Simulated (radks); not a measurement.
Results of a calculation; reference values are marked as such.
Task: All-electron atom: Sm5+ in [Xe] 4f3. Level of theory: non-relativistic Kohn-Sham, PBE, spin-polarised, spherical densities, point nucleus; open shells are filled with parallel spins first (spin-orbit coupling, left out, can overturn this in heavy ions); relativity is left out, which matters for an element this heavy (a radial shooting solver on a logarithmic mesh with Libxc functionals). Some entries of the table are withheld. Estimate them.

orbital,occ.,eigenvalue (hartree),r(max) (bohr),<1/r> (bohr^-1)
1s down,1,-1621.455,0.01622,61.46
1s up,1,-1621.455,0.01622,61.46
2s up,1,-258.5885,0.08901,14.25
2s down,1,-258.5871,0.08901,14.25
2p up,3,-245.6923,0.06934,14.28
2p down,3,-245.6916,0.06934,14.28
3s up,1,-58.82654,0.2488,5.347
3s down,1,-58.76987,0.2488,5.351
3p up,3,-53.14238,0.2360,5.284
3p down,3,-53.09063,0.2359,5.288
3d up,5,-42.54961,0.1891,5.177
3d down,5,-42.51209,0.1890,5.181
4s up,1,-13.79668,0.5680,2.295
4s down,1,-13.68640,0.5680,2.293
4p up,3,-11.59564,0.5742,2.205
4p down,3,-11.48590,0.5742,2.203
4d up,5,(1),0.5828,(2)
4d down,5,(3),0.5827,(4)
5s up,1,-3.62386,(5),0.9642
5s down,1,-3.58231,(6),0.9551
5p up,3,-2.95246,1.359,0.8825
4f up,3,-2.93978,0.5719,1.607
5p down,3,-2.91910,1.368,0.8734
4f down,0,-2.83779,0.5732,1.596

Result: 
(1) 4d up eigenvalue (hartree): -7.68608
(2) 4d up <1/r> (bohr^-1): 2.011
(3) 4d down eigenvalue (hartree): -7.57767
(4) 4d down <1/r> (bohr^-1): 2.008
(5) 5s up r(max) (bohr): 1.270
(6) 5s down r(max) (bohr): 1.277
